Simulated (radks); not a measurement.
The numbers below are computed, except where a source is named.
Q: Species: Ni IV. Configuration: [Ar] 3d5 4p2 (not the ground configuration). Level of theory: non-relativistic Kohn-Sham, r2SCAN, spin-unpolarised, spherical densities, point nucleus; meta-GGA in the generalised Kohn-Sham scheme (a radial shooting solver on a logarithmic mesh with Libxc functionals). Some entries of the table are withheld. Estimate them.

| orbital | occ. | eigenvalue (eV) | <r> (bohr) |
|---|---|---|---|
| 1s | 2 | (1) | (2) |
| 2s | 2 | -1039.095 | 0.2478 |
| 2p | 6 | (3) | 0.2166 |
| 3s | 2 | (4) | (5) |
| 3p | 6 | -132.8026 | 0.7498 |
| 3d | 5 | (6) | 0.8065 |
| 4p | 2 | -30.8042 | 2.255 |

A: 
(1) 1s eigenvalue (eV): -8212.202
(2) 1s <r> (bohr): 0.05485
(3) 2p eigenvalue (eV): -913.6968
(4) 3s eigenvalue (eV): -172.3081
(5) 3s <r> (bohr): 0.7289
(6) 3d eigenvalue (eV): -66.9335
